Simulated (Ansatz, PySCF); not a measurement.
Species: CH₁₀N₃Si, charge 1, multiplicity 1. It need not be the lowest isomer of its formula. 
Coordinates optimised at B3LYP-D3(BJ)/def2-TZVP (Ansatz, a program for electronic structure):
```xyz
15

Si     0.0485     0.1191    -0.1409
C      1.7954    -0.4377    -0.2988
N     -0.5718    -0.9793     1.3390
N     -0.9546    -0.3222    -1.4151
N     -0.2994     1.6594     0.4533
H      2.2813     0.1095    -1.1089
H      2.3651    -0.2401     0.6122
H      1.8727    -1.5043    -0.5211
H     -0.0484    -0.8347     2.2034
H     -0.5303    -1.9750     1.1186
H     -1.8652     0.0727    -1.5917
H     -0.6251    -0.8701    -2.1945
H      0.2425     2.1232     1.1664
H     -0.8180     2.3251    -0.0997
H     -1.5464    -0.7520     1.5407
```
Charge +1, spin multiplicity 1.

Total electronic energies in hartree. Valence correlation only, unless marked. No spin-orbit coupling. Non-relativistic. CBS marks a two-point X^-3 extrapolation of the correlation energy; Hartree-Fock from the larger set. [CCSD(T)-MP2]/basis is that difference in the basis named.

| level | program | energy (Eh) |
|---|---|---|
| HF/6-31G | Ansatz | -495.73080 |
| PBE-D4/def2-TZVPD | Ansatz + dftd4 | -497.45577 |
| BLYP-D4/def2-TZVPD | Ansatz + dftd4 | -497.79054 |
| revPBE-D3(BJ)/def2-TZVPD | Ansatz + dftd3 | -497.76035 |
| r2SCAN/def2-TZVPD | Ansatz | -497.71914 |
| B97M-V/def2-TZVPD | Ansatz | -497.76171 |
| PBE0/6-31G* | Ansatz | -497.36274 |
| PBE0-D3(BJ)/def2-TZVPD | Ansatz + dftd3 | -497.50902 |
| PBE0/def2-TZVP | Ansatz | -497.49688 |
| PBE0/def2-TZVPD | Ansatz | -497.49845 |
| PBE0/def2-QZVPP | Ansatz | (withheld) |
| TPSSh/def2-TZVPD | PySCF | (withheld) |
| r2SCAN0/def2-TZVPD | Ansatz | -497.69289 |
| LC-wPBE-D4/def2-TZVPD | Ansatz + dftd4 | -497.66871 |
| RPA@PBE/cc-pV(T+d)Z | Ansatz | -497.48899 |
| MP2/cc-pwCVTZ | Ansatz | -496.94972 |
| SCS-MP2/6-31G* | Ansatz | -496.54513 |
| CCSD/6-31G* | Ansatz | -496.60786 |
| CCSD/cc-pV(T+d)Z | Ansatz | -496.98034 |
| CCSD/cc-pVTZ | Ansatz | -496.97394 |
| CCSD/cc-pwCVTZ | Ansatz | -496.99347 |
| CCSD(T)/6-31G* | Ansatz | -496.62437 |
| RI-MP2/CBS(cc-pV(T+d)Z,cc-pV(Q+d)Z)+[CCSD(T)-MP2]/cc-pV(T+d)Z | Ansatz | -497.1473 |

**Question.** Fill in the missing entries.

**Answer.** 
- PBE0/def2-QZVPP, energy (Eh): -497.52598
- TPSSh/def2-TZVPD, energy (Eh): -497.88481
